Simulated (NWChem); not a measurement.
System: SiN$_{2}$H$_{4}$, singlet; SMILES N[Si]N

Output (shortened):

```
             Northwest Computational Chemistry Package (NWChem) 7.3.0
             --------------------------------------------------------

                             Geometry "geometry" -> ""
                             -------------------------

 Output coordinates in angstroms (scale by  1.889725989 to convert to a.u.)

  No.       Tag          Charge          X              Y              Z
 ---- ---------------- ---------- -------------- -------------- --------------
    1 Si                  14.0000     0.00000000     0.00000000    -0.65350300
    2 N                    7.0000     1.32452200     0.00000000     0.45648800
    3 H                    1.0000     1.29102100     0.00000000     1.47209800
    4 H                    1.0000     2.27837200     0.00000000     0.11438600
    5 N                    7.0000    -1.32452200     0.00000000     0.45648800
    6 H                    1.0000    -2.27837200     0.00000000     0.11438600
    7 H                    1.0000    -1.29102100     0.00000000     1.47209800

 Effective nuclear repulsion energy (a.u.)     102.4444599341

                              NWChem Property Module
                              ----------------------

                                 NWChem DFT Module
                                 -----------------

 Summary of "ao basis" -> "ao basis" (spherical)
 ------------------------------------------------------------------------------
       Tag                 Description            Shells   Functions and Types
 ---------------- ------------------------------  ------  ---------------------
 Si                        def2-svpd                10       24   5s3p2d
 N                         def2-svpd                 8       20   4s2p2d
 H                         def2-svpd                 4        8   2s2p

            General Information
            -------------------
          SCF calculation type: DFT
          Wavefunction type:  closed shell.
          No. of atoms     :     7
          No. of electrons :    32
           Alpha electrons :    16
            Beta electrons :    16
          Charge           :     0
          Spin multiplicity:     1
          Use of symmetry is: off; symmetry adaption is: off
          Maximum number of iterations: 150
          AO basis - number of functions:    96
                     number of shells:    42
          Convergence on energy requested:  1.00D-06
          Convergence on density requested:  1.00D-05
          Convergence on gradient requested:  5.00D-04

              XC Information
              --------------
                     Hartree-Fock (Exact) Exchange  1.000
                   CAM-Becke88 Exchange Functional  1.000
                      VWN V Correlation Functional  0.190 local
              Lee-Yang-Parr Correlation Functional  0.810

           Range-Separation Parameters
           ---------------------------
           Alpha           :  0.19
           Beta            :  0.46
           Gamma           :  0.33
           Short-Range HF  :     F

             Grid Information
             ----------------
          Grid used for XC integration:  medium
          Radial quadrature: Mura-Knowles
          Angular quadrature: Lebedev.
          Tag              B.-S. Rad. Rad. Pts. Rad. Cut. Ang. Pts.
          ---              ---------- --------- --------- ---------
          Si                  1.10       88           9.0       590
          N                   0.65       49          10.0       434
          H                   0.35       45          12.0       434
          Grid pruning is: on
          Number of quadrature shells:   366
          Spatial weights used:  Erf1

      Superposition of Atomic Density Guess
      -------------------------------------

 Sum of atomic energies:        -399.22504920

      Non-variational initial energy
      ------------------------------

 Total energy =    -400.427853
 1-e energy   =    -752.840802
 2-e energy   =     249.968489
 HOMO         =      -0.255902
 LUMO         =       0.002042

   convergence    iter        energy       DeltaE   RMS-Dens  Diis-err
 ---------------- ----- ----------------- --------- --------- ---------
 d= 0,ls=0.0,diis     1   -401.1829756335 -5.04D+02  1.17D-02  4.37D-01
 d= 0,ls=0.0,diis     2   -401.1950687337 -1.21D-02  3.66D-03  3.46D-01
 d= 0,ls=0.0,diis     3   -401.2307558448 -3.57D-02  9.23D-04  1.49D-02
 d= 0,ls=0.0,diis     4   -401.2324577706 -1.70D-03  2.12D-04  9.04D-05
 d= 0,ls=0.0,diis     5   -401.2324746896 -1.69D-05  8.74D-05  9.06D-06
  Resetting Diis
 d= 0,ls=0.0,diis     6   -401.2324766522 -1.96D-06  2.31D-05  1.69D-07
 d= 0,ls=0.0,diis     7   -401.2324767072 -5.50D-08  5.76D-06  6.84D-09

         Total DFT energy =     -401.232476707248
      One electron energy =     -755.924592521881
           Coulomb energy =      288.407676844120
    Exchange-Corr. energy =      -36.160020963588
 Nuclear repulsion energy =      102.444459934102

 Numeric. integr. density =       31.999996328136

                       DFT Final Molecular Orbital Analysis
                       ------------------------------------

[...]

 DFT Linear Response polarizability / au
 Frequency  =       0.0000000 / au
              X              Y              Z
 -----------------------------------------------
 X      56.9972818      0.0000000     -0.0000000
 Y       0.0000000     40.3827526     -0.0000000
 Z      -0.0000000     -0.0000000     49.9309188
 -----------------------------------------------
 Eigenvalues =      56.9972818     40.3827526     49.9309188
 Isotropic   =      49.1036511
 Anisotropic =      14.4420141
 -----------------------------------------------

 Magnetic Dipole Response Matrix (nonzero elements):

 Exiting AOResponse driver routine
```

Level: CAM-B3LYP/def2-SVPD. Low-valent species are run as closed-shell singlets; no triplet was tried in these runs. All runs use the structure optimised with PBE0/def2-SVP.

Which NWChem input produces such a log?

Several could match; the one computed here: the input that was run:
```
start job
memory heap 200 mb stack 900 mb global 1100 mb
geometry units angstroms noautosym nocenter noautoz
  Si     0.000000     0.000000    -0.653503
  N      1.324522     0.000000     0.456488
  H      1.291021     0.000000     1.472098
  H      2.278372     0.000000     0.114386
  N     -1.324522     0.000000     0.456488
  H     -2.278372     0.000000     0.114386
  H     -1.291021     0.000000     1.472098
end
basis spherical
  * library def2-svpd
end
dft
  xc xcamb88 1.00 lyp 0.81 vwn_5 0.19 hfexch 1.00
  cam 0.33 cam_alpha 0.19 cam_beta 0.46
  iterations 150
end
property
  response 1 0.0
end
task dft property
```
